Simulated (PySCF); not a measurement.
SnS⁺ at PBE

Level: PBE. PySCF, scalar-relativistic core potentials, basis sets Sn def2-SVP with ECP28, S def2-SVP.

```
state                                                                                                             : ²Π (doublet), unpaired electrons π ↑
bond length                                                                                                       : 242.6 pm
harmonic wavenumber                                                                                               : 366 cm⁻¹
force constant                                                                                                    : 1.99 mdyn/Å
rotational constant Be                                                                                            : 0.1135 cm⁻¹
anharmonicity ωexe                                                                                                : 1.07 cm⁻¹
vibration–rotation constant αe                                                                                    : 0.000449 cm⁻¹
well depth De to Sn⁺ + S                                                                                          : 3.39 eV
dissociation energy D0                                                                                            : 3.37 eV
bond order (Mayer)                                                                                                : 1.60
dipole moment (positive dipole points towards S; it is taken about the centre of mass and depends on that origin) : -1.23 D
```

These are scalar-relativistic numbers at best; spin–orbit coupling would shift them, the dissociation energy most. For an ion De counts to the pair picked by the measured ionisation energies or electron affinities, which need not be the lowest pair at this level. The state is the lowest determinant that a PBE0 search found; another state may lie lower at other levels.
